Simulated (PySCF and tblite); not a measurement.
The numbers below are computed, except where a source is named.
3 regioisomers of C7H12:

```csv
isomer,SMILES
A,[CH3:1][C@:2]12[CH2:3][CH2:4][C@H:5]([CH2:6]1)[CH2:7]2
B,[CH3:1][C@@H:2]1[CH2:3][C@H:4]2[CH2:5][C@@H:6]1[CH2:7]2
C,[CH3:1][C@H:2]1[C@H:3]2[CH2:4][CH2:5][C@@H:6]1[CH2:7]2
```

Each isomer is a Boltzmann average at 298.15 K over at most 6 conformers: GFN2-xTB geometries, energies PBE0/pcSseg-1 (D3(BJ) added where defined), GFN2-xTB thermal terms. Programs: PySCF with density fitting and tblite.

(1) Rank the isomers by free energy at 298.15 K.

## Answers

(1) 
```tsv
isomer	ΔG (kcal/mol)	ΔE, lowest conformer	conformers	largest weight %	rms dipole (D)
A	0.0	0.0	1	100	0.10
C	2.7	2.4	1	100	0.13
B	3.4	3.1	1	100	0.05
```

ΔG is for one enantiomer.
